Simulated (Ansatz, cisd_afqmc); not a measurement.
System: Pd, charge 0, singlet.

Total energies in def2-TZVPP, 10 correlated electrons, 4 frozen orbitals. UHF or UKS for unpaired electrons; spin-orbit terms are left out. Cores are frozen in correlated methods (noble-gas shells, and filled d and f shells in the p block). Past Kr the def2 sets carry scalar-relativistic core potentials. The Monte Carlo rows (phaseless AFQMC, CISD trial, step 0.005/hartree) carry one-sigma bars that omit the constraint's bias. Outlying blocks are dropped, and bars are widened where a walk drifts. Over all cases where full CI ran beside it in this data, AFQMC minus full CI had a median of +0.1 mEh and passed +0.4 mEh in a tenth of the cases.

| method | program | energy (Eh) | minus CCSDT(Q) (mEh) |
|---|---|---|---|
| HF | Ansatz | -127.03019 | 342.04 |
| MP2 | Ansatz | -127.38906 | -16.83 |
| CCSD | Ansatz | -127.35903 | 13.21 |
| CCSD(T) | Ansatz | -127.37289 | -0.66 |
| CCSDT(Q) | Ansatz | -127.37223 | 0.00 |
| AFQMC/CISD | cisd_afqmc | -127.3731 ± 0.0004 | -0.9 ± 0.4 |

Ansatz is a first-principles code.
